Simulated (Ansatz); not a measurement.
SnnHm: binding per atom (eV) at several levels, gas phase, relaxed structures; Ansatz. Clusters are the lowest isomers that short searches found in that spin, judged at the geometry's level. Core potentials for Sn in the def2 sets, no spin–orbit coupling. Binding counts from free atoms in the multiplicity of their measured ground term, without zero-point energy. Singlets are spin-restricted. A dash marks a value that wasn't run or was left out as unsound. The structures are stationary points that may keep the symmetry of their start. Correlated methods freeze inner cores and use unrestricted references for open shells.

```
species    state             geometry  LDA (SPW92)/def2-TZVP  PBE-D4/def2-SVP  r2SCAN-D4/def2-TZVP  PBE0-D4/def2-TZVPD  HSE06-D4/def2-TZVP  MP2/def2-TZVP
   Sn2H  doublet  r2SCAN-D4/def2-TZVP                   2.12             1.76                 1.73                1.70                1.70           1.56
  Sn2H3  doublet    PBE0-D4/def2-TZVP                   2.31             1.96                 1.99                1.95                   –           1.77
  Sn3H2  singlet      PBE-D4/def2-SVP                   2.60             2.19                 2.14                2.11                2.10           2.03
  Sn4H2  singlet     PBE0-D4/def2-SVP                   2.68             2.26                 2.20                   –                2.18           2.13
  Sn3H4  singlet      PBE-D4/def2-SVP                   2.61             2.22                 2.21                2.18                2.17              –
  Sn5H2  singlet      PBE-D4/def2-SVP                   2.87             2.42                 2.35                   –                2.34           2.36
  Sn3H6  singlet     PBE0-D4/def2-SVP                   2.58             2.20                 2.23                2.20                2.20           2.04
  Sn4H8  singlet      PBE-D4/def2-SVP                      –             2.25                 2.28                2.25                   –           2.08
```
